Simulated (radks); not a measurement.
The titanium ion Ti2+ inside a hard spherical wall (all orbitals vanish at R), configuration held at [Ar] 3d2 and not refilled when levels cross. Method: scalar-relativistic Kohn-Sham, LDA (Slater exchange, VWN5 correlation), spin-polarised, spherical densities, finite nucleus; open shells are filled with parallel spins first; Fermi nuclear charge, rms radius 3.5921 fm; computed with a radial shooting solver on a logarithmic mesh with Libxc functionals. Eigenvalues in eV for spin up, with the zero of energy where the potential of the charges vanishes at infinity; a dash marks a level that is unbound or too diffuse for the functional's potential to be trusted. A positive occupied level is held by the wall or, in an anion where self-interaction has pushed it up, behind a barrier. The pressure on the wall is -dE/dV.

R (bohr)  E (hartree)  kinetic (hartree)    e(2p)    e(3s)    e(3p)    e(3d)  e(4s, empty)  e(4p, empty)  pressure (GPa)
free       -850.97796            857.683  -460.02  -78.998  -55.493  -20.608       -17.283       -12.594               0
20         -850.97796            857.683  -460.02  -78.998  -55.493  -20.608       -17.283       -12.594        < 0.0001
12         -850.97796            857.683  -460.02  -78.998  -55.493  -20.608       -17.283       -12.594        < 0.0001
8          -850.97796            857.683  -460.02  -78.997  -55.492  -20.607       -17.275       -12.545        0.000617
6          -850.97749            857.688  -459.98  -78.963  -55.459  -20.571       -17.048       -11.957          0.0615
5          -850.97462            857.711  -459.80  -78.822  -55.324  -20.415       -16.219       -10.464           0.601
4          -850.95518            857.835  -459.03  -78.244  -54.765  -19.689       -12.785        -5.507            6.51
2.5        -850.33437            861.251  -449.02  -71.533  -47.693  -10.193        25.923        38.969             634
